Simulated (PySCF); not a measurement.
C6H10OSi2.
Geometry (PBE0-D3(BJ)/def2-SVP, Å), atoms numbered from 1 in this order:
```
atom  x, y, z in Å
C1     3.3604   -0.1075   -0.1621
C2     2.7285   -0.8260    0.8100
O3     1.3982   -0.6569    0.7332
C4     1.1338    0.1884   -0.3062
Si5   -0.6477    0.6045   -0.6654
C6    -1.7718   -0.9159   -0.8939
Si7   -2.7011   -0.3855    0.6823
C8    -1.6356    1.1841    0.8561
C9     2.3228    0.5516   -0.8873
H10    4.4328   -0.0558   -0.3374
H11    3.0866   -1.4809    1.6009
H12   -0.6370    1.5596   -1.8155
H13   -2.3731   -0.9007   -1.8161
H14   -1.2580   -1.8872   -0.8338
H15   -2.5337   -1.3438    1.8180
H16   -4.1608   -0.1225    0.4824
H17   -2.1791    2.1299    0.7057
H18   -1.0555    1.2644    1.7877
H19    2.4373    1.2179   -1.7403
```

Lines to be assigned: C 1s: 289.26 (area 2), 290.20 (area 1), 290.35 (area 1), 290.87 (area 1), 291.44 (area 1) eV; O 1s: 539.70 eV; Si 1s: 1846.06 (area 1), 1846.11 (area 1) eV; Si 2p3/2: 106.24 (area 1), 106.25 (area 1) eV.

Theory: PySCF, delta-SCF UKS SCAN, pcX-2 on the ionised atom, pcseg-1 elsewhere, spin-free X2C. The structure is a single PBE0-D3(BJ)/def2-SVP conformer in the gas phase; no vibrational or solvent corrections.

Question: Order the carbon atoms by C 1s binding energy.

Answer: 289.26 eV: C6/C8 (sp3 carbon bound to silicon); 290.20 eV: C9 (aromatic CH carbon); 290.35 eV: C1 (aromatic CH carbon); 290.87 eV: C4 (substituted aromatic carbon); 291.44 eV: C2 (aromatic CH next to a ring oxygen). The listed C 1s values span 2.18 eV, from C6/C8 (bonded to 2 H and 2 Si) to C2 (bonded to O (aromatic in the SMILES), C (aromatic in the SMILES) and H). The widest gap between neighbouring values is 0.94 eV, between 289.26 and 290.20 eV. Summing the Pauling electronegativity differences to the bonded atoms, each weighted by its formal bond order, gives -2.00 for the lowest site and +0.99 for the highest; no listed site has a larger sum than the highest.

Bonded neighbours of each site: C1: 2 C (aromatic in the SMILES) and H; C2: O (aromatic in the SMILES), C (aromatic in the SMILES) and H; O3: 2 C (aromatic in the SMILES); C4: O (aromatic in the SMILES), C (aromatic in the SMILES) and Si; Si5: 3 C and H; C6/C8: 2 H and 2 Si; Si7: 2 C and 2 H; C9: 2 C (aromatic in the SMILES) and H.

Question: Express the binding energy of Si 2p3/2 of Si5 in atomic units and per mole.

Answer: 106.25 eV = 3.9046 Eh = 10252 kJ/mol.

Atoms equivalent by their bonding share one computed value, that of the first of them. For 2p shells one spin-free hole was relaxed; a mean-field spin–orbit operator and the ground-state splitting of the three 2p orbitals were then diagonalised within the shell. The shell's mean is (2 × 2p3/2 + 2p1/2)/3, and the degeneracies 2j + 1 give areas of 2:1. 2p1/2 minus 2p3/2 (ligand field included): Si 0.62 eV.
